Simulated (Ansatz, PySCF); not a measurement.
System: C4H7O (charge 0, doublet). It need not be the lowest isomer of its formula. SMILES: C[C](C)C=O
Structure (B3LYP-D3(BJ)/def2-TZVP (Ansatz, an electronic-structure program) minimum search):
```
C
C 1 1.4288
O 2 1.2319 1 124.44
H 2 1.1064 3 120.02 1 180.00
C 1 1.4844 2 120.23 4 -180.00
H 5 1.0878 1 110.89 2 0.00
H 5 1.0956 6 109.17 1 122.15
H 5 1.0956 6 109.17 7 115.69
C 1 1.4854 2 120.28 4 0.00
H 9 1.0905 1 112.01 2 0.00
H 9 1.0959 10 108.38 1 -122.67
H 9 1.0959 10 108.38 11 -114.65
```
Charge 0, spin multiplicity 2.

Quantity: atomisation energy (electronic, to ground-state atoms), in kcal/mol. Cores are frozen in the correlated levels unless marked. UHF or UKS for open shells. No spin-orbit coupling. Non-relativistic. The coupled-cluster limit lacks core correlation, which all-electron functionals hold. Basis-set limits of correlation are two-point, X^-3; Hartree-Fock from the larger set. [CCSD(T)-MP2]/basis is that difference in the basis named.

```json
[
 {"level": "HF/cc-pVDZ", "program": "Ansatz", "atomisation energy (kcal/mol)": "858.0"},
 {"level": "HF/cc-pVQZ", "program": "Ansatz", "atomisation energy (kcal/mol)": "872.5"},
 {"level": "PBE-D4/def2-TZVPD", "program": "Ansatz + dftd4", "atomisation energy (kcal/mol)": "1211.2"},
 {"level": "r2SCAN/def2-TZVPD", "program": "Ansatz", "atomisation energy (kcal/mol)": "1183.2"},
 {"level": "r2SCAN-D4/def2-TZVPD", "program": "Ansatz + dftd4", "atomisation energy (kcal/mol)": "1184.5"},
 {"level": "PBE0-D3(BJ)/def2-TZVPD", "program": "Ansatz + dftd3", "atomisation energy (kcal/mol)": "1187.9"},
 {"level": "TPSSh-D3(BJ)/def2-TZVPD", "program": "PySCF + dftd3", "atomisation energy (kcal/mol)": "1182.8"}
]
```

Problem. Estimate the value at RI-MP2/CBS(cc-pVTZ,cc-pVQZ)+[CCSD(T)-MP2]/cc-pVTZ as computed with Ansatz.

Solution. 1172.6 kcal/mol, so TPSSh-D3(BJ)/def2-TZVPD differs from it by 10.2 kcal/mol.
